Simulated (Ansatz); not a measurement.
Reaction (redistribution): `O[SiH](F)[S][GeH3]` + `[SiH3]N[SiH2]Cl` → `O[SiH](F)N[SiH3]` + `Cl[SiH2][S][GeH3]`

Calculated with Ansatz (gas phase, PBE0-D4/def2-TZVP geometries, no zero-point term in ΔE). CBS: MP2 limit from def2 TZ/QZ plus the TZ coupled-cluster correction, frozen cores. Functionals use def2-TZVPP. B3LYP here is the variant with VWN-RPA as its local correlation; programs differ in this. For Ge outer-core shells are correlated without core-valence functions, which leaves a few kJ/mol of doubt a bond. Scalar relativity is left out up to krypton. Each species was taken in one conformer, which may not be the lowest.

Is it downhill or uphill in electronic energy at CCSD(T)/CBS, and by how much? (Best estimate.)

Ansatz gave: Downhill: ΔE = -4.6 kJ/mol.

What do these levels give: r2SCAN-D4, B3LYP-D4, B2PLYP, r2SCAN, PBE0, B3LYP, HF/def2-TZVPP, MP2/def2-TZVPP, CCSD/def2-TZVPP, HF/def2-QZVPP, SCS-MP2/def2-QZVPP, HF/CBS(def2)? (Estimate.)

The calculation gave: r2SCAN-D4 -3.0, B3LYP-D4 -0.7, B2PLYP -2.8, r2SCAN -3.3, PBE0 -3.7, B3LYP -2.5, HF/def2-TZVPP -3.6, MP2/def2-TZVPP -3.6, CCSD/def2-TZVPP -3.8, HF/def2-QZVPP -3.9, SCS-MP2/def2-QZVPP -4.0, HF/CBS(def2) -4.0 kJ/mol.

Largest T1 diagnostic among the species: 0.012.
